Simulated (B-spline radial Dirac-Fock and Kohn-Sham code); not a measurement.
**Kohn-Sham estimates against Dirac-Fock for the levels of La⁴³⁺**

System: La⁴³⁺, 1s2 2s2 2p6 3s2 3p2.

The density-functional columns are spherical, spin-unpolarised Dirac-Kohn-Sham results without Breit or QED terms: −ε is minus the orbital energy of the initial state and ΔSCF the difference of two total energies. The reference in the last column comes from Dirac-Fock (average of configuration) total-energy differences with a finite nucleus, the Breit interaction including its frequency dependence, and self-energy and vacuum-polarisation corrections. All numbers are from a B-spline atomic structure program, in eV; a selection of levels is shown. For the 1s level of heavy atoms much of the gap between ΔSCF and the reference is the Breit and QED part, -147.1 eV here; for other levels the error of the functional can be larger.

```tsv
level	LDA −ε	LDA ΔSCF	Dirac-Fock
1s	41453.6	41893.6	41755.2
2s	8795.1	8902.6	8943.0
2p1/2	8484.8	8613.4	8593.8
2p3/2	8059.7	8180.5	8172.6
3s	3492.4	3537.0	3531.1
3p	3308.7	3354.9	3350.0
```

Values without a named source are computed, but for edge energies of neutral atoms, which are taken from tables.
